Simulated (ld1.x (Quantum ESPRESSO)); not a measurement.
## Logarithmic derivatives: dysprosium (Dy), PAW

- Element: Dy (Z = 66)
- Generator: ld1.x (Quantum ESPRESSO) 7.5
- Type: PAW
- Functional: LDA (PZ)
- Relativity: scalar-relativistic
- Frozen core: [Kr] 4d10 4f9
- Valence charge: 11
- Reference configuration: 5s2 5p6 5d1.5 6s1.5 6p0
- Partial waves: 5s (bound): rcut 1.65, rcutus 2.15 bohr; 6s (bound): rcut 1.65, rcutus 2.15 bohr; 5p (bound): rcut 2.30, rcutus 2.90 bohr; 6p (bound, empty): rcut 2.30, rcutus 2.90 bohr; 5d (bound): rcut 3.00, rcutus 3.80 bohr; 5d channel at 1.35 Ry: rcut 3.00, rcutus 3.80 bohr
- Local potential: all-electron potential smoothed inside 3.00 bohr (lloc = -2)
- Core correction: Bessel-smoothed model core, default radius (core density twice the valence density)
- Augmentation charge: BG, radius 1.55 bohr

The phase is arctan(r·u′/u) with u = r·R(r), unwrapped; energies in Ry, scanned from -6 to 5 Ry. A pole is an energy at which the radial function vanishes at the test radius. The pseudo phase is shifted by a multiple of π to meet the all-electron one at the reference energy, and phase errors are pseudo minus all-electron; the curves can meet again beyond the range given. Levels narrower than the energy grid can be missing from the lists of poles. n/a: not evaluated, since a narrow level or a reset projector energy made the automatic matching unsafe.

Q: For each channel, where are the poles, and over which energies does the pseudopotential scatter like the atom?

A:

```tsv
channel	radius (bohr)	reference energy (Ry)	poles, all-electron	poles, pseudo	unbroken range about the reference energy with phases within 0.05 rad	phase error 1 Ry above the reference energy (rad)
s	4.12	-0.31	0.29, 3.71	0.29, 3.72	the whole range	+0.000
p	4.12	-0.10	0.99, 4.65	0.98, 4.51	n/a	n/a
d	4.12	-0.15	0.03, 2.35	0.04, 2.52	below 0.8	+0.051
```

Phases in the d channel:

| E (Ry) | all-electron | pseudo |
| --- | --- | --- |
| -6.00 | 1.471 | 1.472 |
| -5.74 | 1.469 | 1.470 |
| -5.48 | 1.467 | 1.468 |
| -5.22 | 1.464 | 1.466 |
| -4.96 | 1.461 | 1.463 |
| -4.70 | 1.458 | 1.460 |
| -4.44 | 1.455 | 1.457 |
| -4.18 | 1.451 | 1.453 |
| -3.92 | 1.447 | 1.450 |
| -3.66 | 1.443 | 1.445 |
| -3.40 | 1.438 | 1.440 |
| -3.14 | 1.433 | 1.435 |
| -2.88 | 1.426 | 1.429 |
| -2.62 | 1.419 | 1.422 |
| -2.36 | 1.411 | 1.414 |
| -2.10 | 1.400 | 1.405 |
| -1.84 | 1.388 | 1.393 |
| -1.58 | 1.373 | 1.378 |
| -1.32 | 1.352 | 1.358 |
| -1.06 | 1.322 | 1.329 |
| -0.80 | 1.274 | 1.283 |
| -0.54 | 1.170 | 1.181 |
| -0.28 | 0.600 | 0.618 |
| -0.02 | -1.494 | -1.488 |
| 0.24 | -1.748 | -1.735 |
| 0.50 | -1.916 | -1.894 |
| 0.76 | -2.240 | -2.200 |
| 1.02 | -3.329 | -3.284 |
| 1.28 | -4.235 | -4.234 |
| 1.54 | -4.489 | -4.487 |
| 1.80 | -4.598 | -4.591 |
| 2.06 | -4.662 | -4.650 |
| 2.32 | -4.707 | -4.689 |
| 2.58 | -4.746 | -4.719 |
| 2.84 | -4.784 | -4.744 |
| 3.10 | -4.827 | -4.767 |
| 3.36 | -4.887 | -4.790 |
| 3.62 | -4.990 | -4.814 |
| 3.88 | -5.251 | -4.842 |
| 4.14 | -6.356 | -4.878 |
| 4.40 | -7.367 | -4.928 |
| 4.66 | -7.605 | -5.009 |
| 4.92 | -7.699 | -5.170 |
